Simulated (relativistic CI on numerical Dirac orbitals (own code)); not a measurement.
# Ho44+: q coefficients and field-shift factors

Method of calculation: Dirac-Coulomb-Breit CI, separate exchange-only KLI orbitals for each configuration, derivatives by finite differences, unscaled Slater integrals, QED left out (own radial code, finite nucleus).

CI space (outside the closed core [Ne]): 3s²3p⁶3d⁵, 3s²3p⁵3d⁶, 3s²3p⁴3d⁷, 3s3p⁶3d⁶, 3p⁶3d⁷, 3s3p⁵3d⁷, 3s²3p⁶3d⁴4s, 3s²3p⁶3d³4s². Levels of other configurations are missing.

With x = (α/α₀)² − 1 an excitation energy changes as ω = ω₀ + qx; K = 2q/ω₀ is the relative enhancement. Terms are leading LS components, so labels can repeat. The field-shift factor is F = δν/δ⟨r²⟩ for the transition from the lowest level.

Lowest level 3s²3p⁶3d⁵ ⁴P5/2.

```tsv
Level	ω₀ (cm⁻¹)	q (cm⁻¹)	F (GHz/fm²)
3s²3p⁶3d⁵ ⁶S5/2	266543	339900	5.95
3s²3p⁶3d⁵ ⁴G7/2	355724	330200	6
3s²3p⁶3d⁵ ⁴D3/2	364884	339000	5.79
3s²3p⁶3d⁵ ²H11/2	368605	323600	6.33
3s²3p⁶3d⁵ ⁴G9/2	404101	338400	6.4
3s²3p⁶3d⁵ ⁴D5/2	425191	354700	6.39
3s²3p⁶3d⁵ ⁴P1/2	441461	377800	6.43
3s²3p⁶3d⁵ ²F7/2	462974	338900	6.08
3s²3p⁶3d⁵ ²D3/2	563907	397700	7.66
3s²3p⁶3d⁵ ²D5/2	615268	664200	11.5
3s²3p⁶3d⁵ ⁴D7/2	674995	682100	11.8
3s²3p⁶3d⁵ ²I11/2	682478	672500	12.3
3s²3p⁶3d⁵ ⁴G9/2	696258	671900	11.9
```

At this charge energies of transitions that change n are usually good to better than 1 %, and those within a shell (Δn = 0) to a few per cent.

Problem. Which transition from the lowest level has the largest |K|?

Solution. 3s²3p⁶3d⁵ ⁶S5/2 at 266543 cm⁻¹, K = 2.55.
